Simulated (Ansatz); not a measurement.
Cost and result for the atomization energy of C$_{3}$H$_{5}$AlO, SMILES `C=[C]1O[CH2][AlH]1` (10 atoms, 10 bonds).

Cartesian coordinates in Å:
```
C 0.638 0.395 1.872
C 0.263 0.084 0.633
O -0.750 0.774 -0.016
C -0.929 0.209 -1.342
Al 0.521 -1.061 -0.915
H 1.432 -0.166 2.345
H 0.172 1.199 2.434
H -0.767 0.989 -2.091
H -1.957 -0.151 -1.445
H 1.376 -2.272 -1.477
```

Total charge 0; spin multiplicity 1. The geometry is a stationary point of PBE0-D4/def2-TZVP. Program: Ansatz. All runs use 2 threads of an Arm Neoverse V1 on a shared host. Times are those of one run each, without the atoms' runs, and a repeat can differ threefold. Electronic energies, without spin–orbit coupling; frozen cores. CCSD(T)/CBS adds CCSD(T) − MP2 in def2-TZVPP to the MP2 limit, and its time is that of the two runs behind it. T1 = 0.014; the RHF reference is unstable towards UHF.

CCSD(T)/CBS is a level of theory with its own doubt, some kJ/mol a heavy atom from the limit and from the frozen cores, so smaller differences don't rank the functionals.

| level | functions | wall time | atomization (kcal/mol) | difference from CCSD(T)/CBS | per bond |
| --- | --- | --- | --- | --- | --- |
| LDA (SPW92)/def2-TZVPP | 236 | 2.2 s | 1060.6 | 149.2 | 14.9 |
| PBE-D4/def2-TZVPP (with forces) | 236 | 4.4 s | 941.2 | 29.8 | 3.0 |
| BHLYP-D4/def2-TZVPP | 236 | 5.5 s | 878.7 | -32.7 | -3.3 |
| CAM-B3LYP-D4/def2-TZVPP | 236 | 6 s | 916.0 | 4.6 | 0.5 |
| CCSD(T)/def2-SVP | 99 | 7 s | 865.4 | -46.0 | -4.6 |
| r2SCAN-D4/def2-TZVPP (with forces) | 236 | 9 s | 919.0 | 7.6 | 0.8 |
| r2SCANh-D4/def2-TZVPP | 236 | 9.5 s | 911.1 | -0.3 | 0.0 |
| B2PLYP/def2-TZVPP | 236 | 10 s | 903.2 | -8.2 | -0.8 |
| B97M-V/def2-TZVPP | 236 | 15 s | 919.3 | 7.9 | 0.8 |
| ωB97M-V/def2-TZVPP (with forces) | 236 | 20 s | 916.0 | 4.6 | 0.5 |
| MP2/def2-QZVPP | 448 | 45 s | 922.3 | 10.9 | 1.1 |
| CCSD(T)/def2-TZVPP | 236 | 11 min | 886.6 | -24.8 | -2.5 |
| CCSD(T)/CBS(def2) | – | 12 min | 911.4 | 0.0 | 0.0 |

From BLYP to BHLYP (50 % exact exchange), in def2-TZVPP and without D4, the atomization energy moves by −31.9 kcal/mol: exact exchange takes away binding that semilocal exchange gives to molecules. Leaving LDA and LC-ωPBE aside and taking each functional with its dispersion term where it has one, the values spread over 62.6 kcal/mol, from BHLYP-D4 to PBE-D4. LDA lies +123.9 kcal/mol from PBE without D4, its usual overbinding. The D4 term adds +7.4 kcal/mol with B3LYP and +3.8 kcal/mol with PBE0; it sums over pairs of atoms, weighted by their polarisabilities, and B3LYP, whose exchange is more repulsive, gets the larger term.

B3LYP here is the variant with VWN-RPA as its local correlation; programs differ in this.
